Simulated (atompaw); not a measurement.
**LDA (PW92) PAW (atompaw) dataset for aluminium (Al), non-relativistic all-electron reference.**

Al (Z = 13), PAW, made with atompaw 4.2.0.5 (LDA (PW92), non-relativistic). Core [He], reference 2s2 2p6 3s1 3p2. Waves: 2s (bound): rc 0.85 bohr; 3s (bound): rc 1.35 bohr; 2p (bound): rc 0.65 bohr; 3p (bound): rc 1.35 bohr. Local part: troulliermartins scheme with l = 2 at 0 Ry, radius 0.95 bohr. Core correction: smooth core density matched at 0.90 bohr. Augmentation charge: gaussian compensation charge, radius 1.15 bohr; PAW radius 1.35 bohr; waves and projectors: custom polynom vanderbiltortho.

All-electron outer shells of the reference configuration (LDA (PW92), non-relativistic, ld1.x):

```
shell  level (eV)  outermost node (bohr)  outermost maximum (bohr)
   1s    -1502.67                      –                      0.08
   2s     -108.83                   0.17                      0.50
   2p      -71.52                      –                      0.43
   3s       -8.63                   0.80                      2.03
   3p       -3.41                   0.81                      2.55
```

**Question.** Estimate the cutoffs (Ry, on a coarse ladder) from which the occupation-weighted sum of valence levels, in a spherical-Bessel basis at the reference potential, stays within 10 and 1 mRy of its value at 400 Ry.

**Answer.** 230 Ry and over 300 Ry.

**Question.** Does the potential have ghost states?

**Answer.** No extra level below or beside the all-electron valence levels (s, p, d, f tested).

**Question.** Is the overlap operator S = 1 + Σ q|β⟩⟨β| positive definite (Bessel basis up to 400 Ry)?

**Answer.** Yes: its lowest eigenvalue is 0.49 (p channel).

**Question.** Which valence shell sets the plane-wave cutoff?

**Answer.** 2p: its level needs 260 Ry to come within 1 mRy, against 70 Ry for 2s.
